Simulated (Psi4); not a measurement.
Job for Psi4: SAPT0/jun-cc-pV(D+d)Z on CH3FN2 (a complex), monomers drawn apart or pushed together.

```
memory 2025 MB

molecule dimer {
0 1
N    -0.43196087    0.02126841   -0.04456278
N     0.49950556    0.05338491   -0.61087476
--
0 1
C    -0.35763784   -0.65445046    3.89038725
F     0.85955146   -0.62810027    3.21795031
H    -1.15734449   -0.47027819    3.17257832
H    -0.48222492   -1.63542612    4.35059142
H    -0.35154381    0.12229996    4.65605495
units angstrom
symmetry c1
no_reorient
no_com
}

set {
  basis jun-cc-pV(D+d)Z
  scf_type df
  freeze_core true
}

energy('sapt0')
```

It printed:

```
[...]
==> Input File <==

--------------------------------------------------------------------------
memory 2025 MB

molecule dimer {
0 1
N    -0.43196087    0.02126841   -0.04456278
N     0.49950556    0.05338491   -0.61087476
--
0 1
C    -0.35763784   -0.65445046    3.89038725
F     0.85955146   -0.62810027    3.21795031
H    -1.15734449   -0.47027819    3.17257832
H    -0.48222492   -1.63542612    4.35059142
H    -0.35154381    0.12229996    4.65605495
units angstrom
symmetry c1
no_reorient
no_com
}

set {
  basis jun-cc-pV(D+d)Z
  scf_type df
  freeze_core true
}

energy('sapt0')
--------------------------------------------------------------------------


   => Loading Basis Set <=

    Name: JUN-CC-PV(D+D)Z
    Role: ORBITAL
    Keyword: BASIS
    atoms 1-2 entry N          line   222 file jun-cc-pv_dpd_z.gbs
    atoms 3   entry C          line   188 file jun-cc-pv_dpd_z.gbs
    atoms 4   entry F          line   290 file jun-cc-pv_dpd_z.gbs
    atoms 5-7 entry H          line    60 file jun-cc-pv_dpd_z.gbs

   => Loading Basis Set <=

    Name: JUN-CC-PV(D+D)Z
    Role: ORBITAL
    Keyword: BASIS
    atoms 1-2 entry N          line   222 file jun-cc-pv_dpd_z.gbs
    atoms 3   entry C          line   188 file jun-cc-pv_dpd_z.gbs
    atoms 4   entry F          line   290 file jun-cc-pv_dpd_z.gbs
    atoms 5-7 entry H          line    60 file jun-cc-pv_dpd_z.gbs


  //>>>>>>>>>>>>>>>>>>>>>>>>>>>>>>>>>>>//
  //              Dimer HF             //
  //<<<<<<<<<<<<<<<<<<<<<<<<<<<<<<<<<<<//

   => Libint2 <=

    Primary   basis highest AM E, G, H:  7, 6, 3
    Auxiliary basis highest AM E, G, H:  7, 7, 4
    Onebody   basis highest AM E, G, H:  -, -, -
    Solid Harmonics ordering:            Gaussian


   => Loading Basis Set <=

    Name: JUN-CC-PV(D+D)Z
    Role: ORBITAL
    Keyword: BASIS
    atoms 1-2 entry N          line   222 file jun-cc-pv_dpd_z.gbs
    atoms 3   entry C          line   188 file jun-cc-pv_dpd_z.gbs
    atoms 4   entry F          line   290 file jun-cc-pv_dpd_z.gbs
    atoms 5-7 entry H          line    60 file jun-cc-pv_dpd_z.gbs


         ---------------------------------------------------------
                                   SCF
               by Justin Turney, Rob Parrish, Andy Simmonett
                          and Daniel G. A. Smith
                              RHF Reference
                        1 Threads,   1931 MiB Core
         ---------------------------------------------------------

  ==> Geometry <==

    Molecular point group: c1
    Full point group: C1

    Geometry (in Angstrom), charge = 0, multiplicity = 1:

       Center              X                  Y                   Z               Mass
    ------------   -----------------  -----------------  -----------------  -----------------
         N           -0.431960870000     0.021268410000    -0.044562780000    14.003074004430
         N            0.499505560000     0.053384910000    -0.610874760000    14.003074004430
         C           -0.357637840000    -0.654450460000     3.890387250000    12.000000000000
         F            0.859551460000    -0.628100270000     3.217950310000    18.998403162730
         H           -1.157344490000    -0.470278190000     3.172578320000     1.007825032230
         H           -0.482224920000    -1.635426120000     4.350591420000     1.007825032230
         H           -0.351543810000     0.122299960000     4.656054950000     1.007825032230

  Running in c1 symmetry.

  Rotational constants: A =      0.71280  B =      0.03732  C =      0.03571 [cm^-1]
  Rotational constants: A =  21369.05741  B =   1118.96787  C =   1070.59153 [MHz]
  Nuclear repulsion =   94.205850160232060

  Charge       = 0
  Multiplicity = 1
  Electrons    = 32
  Nalpha       = 16
  Nbeta        = 16

  ==> Algorithm <==

  SCF Algorithm Type is DF.
  DIIS enabled.
  MOM disabled.
  Fractional occupation disabled.
  Guess Type is SAD.
  Energy threshold   = 1.00e-08
  Density threshold  = 1.00e-08
  Integral threshold = 1.00e-12

  ==> Primary Basis <==

  Basis Set: JUN-CC-PV(D+D)Z
    Blend: JUN-CC-PV(D+D)Z
    Number of shells: 41
    Number of basis functions: 87
    Number of Cartesian functions: 91
    Spherical Harmonics?: true
    Max angular momentum: 2

   => Loading Basis Set <=

    Name: (JUN-CC-PV(D+D)Z AUX)
    Role: JKFIT
    Keyword: DF_BASIS_SCF
    atoms 1-2 entry N          line   202 file jun-cc-pvdz-jkfit.gbs
    atoms 3   entry C          line   146 file jun-cc-pvdz-jkfit.gbs
    atoms 4   entry F          line   314 file jun-cc-pvdz-jkfit.gbs
    atoms 5-7 entry H          line    70 file jun-cc-pvdz-jkfit.gbs

  ==> Integral Setup <==

  DFHelper Memory: AOs need 0.023 GiB; user supplied 1.414 GiB.
  SCF_SUBTYPE=INCORE selected. In-core MEM_DF algorithm will be used.
  Using in-core AOs.

  ==> MemDFJK: Density-Fitted J/K Matrices <==

    J tasked:                   Yes
    K tasked:                   Yes
    wK tasked:                   No
    OpenMP threads:       
[...]
Final Occupation by Irrep:
              A
    DOCC [     9 ]
    NA   [     9 ]
    NB   [     9 ]

  @DF-RHF Final Energy:  -139.05310386790899

   => Energetics <=

    Nuclear Repulsion Energy =             37.2261287775724128
    One-Electron Energy =                -265.9953065981432019
    Two-Electron Energy =                  89.7160739526618300
    Total Energy =                       -139.0531038679089875

Computation Completed


Properties will be evaluated at   0.000000,   0.000000,   0.000000 [a0]

Properties computed using the SCF density matrix


 Multipole Moments:

 ------------------------------------------------------------------------------------
     Multipole            Electronic (a.u.)      Nuclear  (a.u.)        Total (a.u.)
 ------------------------------------------------------------------------------------

 L = 1.  Multiply by 2.5417464519 to convert [e a0] to [Debye]
 Dipole X            :         -7.5826386            6.8011676           -0.7814711
 Dipole Y            :         21.8339579          -21.8509212           -0.0169633
 Dipole Z            :       -121.4233910          121.8554006            0.4320096
 Magnitude           :                                                    0.8930941

 ------------------------------------------------------------------------------------

  Constructing Basis Sets for SAPT...

   => Loading Basis Set <=

    Name: (JUN-CC-PV(D+D)Z AUX)
    Role: RIFIT
    Keyword: DF_BASIS_SAPT
    atoms 1-2 entry N          line   144 file jun-cc-pvdz-ri.gbs
    atoms 3   entry C          line   100 file jun-cc-pvdz-ri.gbs
    atoms 4   entry F          line   232 file jun-cc-pvdz-ri.gbs
    atoms 5-7 entry H          line    30 file jun-cc-pvdz-ri.gbs

   => Loading Basis Set <=

    Name: (JUN-CC-PV(D+D)Z AUX)
    Role: JKFIT
    Keyword: DF_BASIS_ELST
    atoms 1-2 entry N          line   202 file jun-cc-pvdz-jkfit.gbs
    atoms 3   entry C          line   146 file jun-cc-pvdz-jkfit.gbs
    atoms 4   entry F          line   314 file jun-cc-pvdz-jkfit.gbs
    atoms 5-7 entry H          line    70 file jun-cc-pvdz-jkfit.gbs


  //>>>>>>>>>>>>>>>>>>>>>>>>>>>>>>>>>>>//
  //               SAPT0               //
  //<<<<<<<<<<<<<<<<<<<<<<<<<<<<<<<<<<<//



        SAPT0
    Ed Hohenstein
     6 June 2009

      Orbital Information
  --------------------------
    NSO        =        87
    NMO        =        87
    NRI        =       302
    NRI (Elst) =       385
    NOCC A     =         7
    NOCC B     =         9
    FOCC A     =         2
    FOCC B     =         2
    NVIR A     =        80
    NVIR B     =        78

    Elst10,r            =    -0.000504098873 [Eh]
    Exch10              =     0.000278064944 [Eh]
    Exch10 (S^2)        =     0.000278006498 [Eh]

    Maxiter = 50
    CPHF R converge = 1.000000E-08

    Iter     Energy [mEh]          dE [mEh]         Residual      Time [s]
       1      -0.05871209       0.058712091     2.261323e-03             0
       2      -0.05901854       0.000306446     6.717427e-04             0
       3      -0.06420214       0.005183601     1.631189e-04             0
       4      -0.06456994       0.000367805     3.194966e-05             0
       5      -0.06439884      -0.000171100     8.856269e-06             0
       6      -0.06442639       0.000027548     2.990976e-06             0
       7      -0.06442817       0.000001778     1.065785e-06             0
       8      -0.06442563      -0.000002536     3.436828e-07             0
       9      -0.06442640       0.000000768     1.387682e-07             0
      10      -0.06442623      -0.000000167     3.406696e-08             0
      11      -0.06442625       0.000000013     4.645364e-09             0

    CHF Iterations converged

    Maxiter = 50
    CPHF R converge = 1.000000E-08

    Iter     Energy [mEh]          dE [mEh]         Residual      Time [s]
       1      -0.01319716       0.013197156     4.618217e-04             0
       2      -0.01548116       0.002284002     1.612182e-04             0
       3      -0.01556468       0.000083525     5.428446e-05             0
       4      -0.01546597      -0.000098710     7.502091e-06             0
       5      -0.01547307       0.000007093     2.011394e-06             0
       6      -0.01547347       0.000000407     5.588461e-07             0
       7      -0.01547307      -0.000000399     1.145447e-07             0
       8      -0.01547310       0.000000024     2.207880e-08             0
       9      -0.01547310       0.000000007     3.789286e-09             0

    CHF Iterations converged

    Ind20,r (A<-B)      =    -0.000064426248 [Eh]
    Ind20,r (B<-A)      =    -0.000015473105 [Eh]
    Ind20,r             =    -0.000079899353 [Eh]
    Exch-Ind20,r (A<-B) =     0.000024095521 [Eh]
    Exch-Ind20,r (B<-A) =     0.000012202709 [Eh]
    Exch-Ind20,r        =     0.000036298230 [Eh]
    Disp20              =    -0.000485888126 [Eh]
    Disp20 (SS)         =    -0.000242944063 [Eh]
    Disp20 (OS)         =    -0.000242944063 [Eh]
    Exch-Disp20         =     0.000015082891 [Eh]
    Exch-Disp20 (SS)    =     0.000007973579 [Eh]
    Exch-Disp20 (OS)    =     0.000007109312 [Eh]

    SAPT Results
  --------------------------------------------------------------------------------------------------------
    Electrostatics                 -0.50409887 [mEh]      -0.31632682 [kcal/mol]      -1.32351141 [kJ/mol]
      Elst10,r                     -0.50409887 [mEh]      -0.31632682 [kcal/mol]      -1.32351141 [kJ/mol]

    Exchange                        0.27806494 [mEh]       0.17448839 [kcal/mol]       0.73005941 [kJ/mol]
      Exch10                        0.27806494 [mEh]       0.17448839 [kcal/mol]       0.73005941 [kJ/mol]
      Exch10(S^2)                   0.27800650 [mEh]       0.17445171 [kcal/mol]       0.72990596 [kJ/mol]

    Induction                      -0.05628696 [mEh]      -0.03532060 [kcal/mol]      -0.14778139 [kJ/mol]
      Ind20,r                      -0.07989935 [mEh]      -0.05013760 [kcal/mol]      -0.20977572 [kJ/mol]
      Exch-Ind20,r                  0.03629823 [mEh]       0.02277748 [kcal/mol]       0.09530099 [kJ/mol]
      delta HF,r (2)               -0.01268583 [mEh]      -0.00796048 [kcal/mol]      -0.03330665 [kJ/mol]

    Dispersion                     -0.47080524 [mEh]      -0.29543475 [kcal/mol]      -1.23609897 [kJ/mol]
      Disp20                       -0.48588813 [mEh]      -0.30489940 [kcal/mol]      -1.27569910 [kJ/mol]
      Exch-Disp20                   0.01508289 [mEh]       0.00946466 [kcal/mol]       0.03960012 [kJ/mol]
      Disp20 (SS)                  -0.24294406 [mEh]      -0.15244970 [kcal/mol]      -0.63784955 [kJ/mol]
      Disp20 (OS)                  -0.24294406 [mEh]      -0.15244970 [kcal/mol]      -0.63784955 [kJ/mol]
      Exch-Disp20 (SS)              0.00797358 [mEh]       0.00500350 [kcal/mol]       0.02093463 [kJ/mol]
      Exch-Disp20 (OS)              0.00710931 [mEh]       0.00446116 [kcal/mol]       0.01866549 [kJ/mol]

  Total HF                         -0.28232089 [mEh]      -0.17715903 [kcal/mol]      -0.74123339 [kJ/mol]
  Total SAPT0                      -0.75312612 [mEh]      -0.47259378 [kcal/mol]      -1.97733236 [kJ/mol]

  Special recipe for scaled SAPT0 (see Manual):
    Electrostatics sSAPT0          -0.50409887 [mEh]      -0.31632682 [kcal/mol]      -1.32351141 [kJ/mol]
    Exchange sSAPT0                 0.27806494 [mEh]       0.17448839 [kcal/mol]       0.73005941 [kJ/mol]
    Induction sSAPT0               -0.05626406 [mEh]      -0.03530623 [kcal/mol]      -0.14772127 [kJ/mol]
    Dispersion sSAPT0              -0.47079572 [mEh]      -0.29542877 [kcal/mol]      -1.23607399 [kJ/mol]
  Total sSAPT0                     -0.75309371 [mEh]      -0.47257344 [kcal/mol]      -1.97724726 [kJ/mol]
  --------------------------------------------------------------------------------------------------------



*** Psi4 exiting successfully. Buy a developer a beer!
```

The run finished.

Cost: around 2.6 core-seconds (rough).
